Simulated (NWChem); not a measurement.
Extrapolating the MP2 correlation energy of isocyanic acid (CHNO)

SMILES: N=C=O
```xyz
4

N      1.1600    -0.0732     0.0000
C     -0.0468     0.0195     0.0000
O     -1.2104    -0.0341     0.0000
H      1.8440     0.6681     0.0000
```
Charge 0, spin multiplicity 1.

All runs are NWChem calculations. Structure: optimised with PBE0/def2-SVP, a minimum by its harmonic frequencies.

The correlated methods keep 3 core orbitals frozen.

Worked example. The MP2 correlation energy is -465.85 mHa in cc-pVDZ and -577.74 mHa in cc-pVTZ. The form E(X) = E∞ + A/X³ turns the pair into an estimate of the basis-set limit.

E∞ = (3³·(-577.74) − 2³·(-465.85))/(3³ − 2³) = -624.9 mHa. The larger basis holds 92 % of that. This is a two-point estimate, and a rough one from so small a pair.
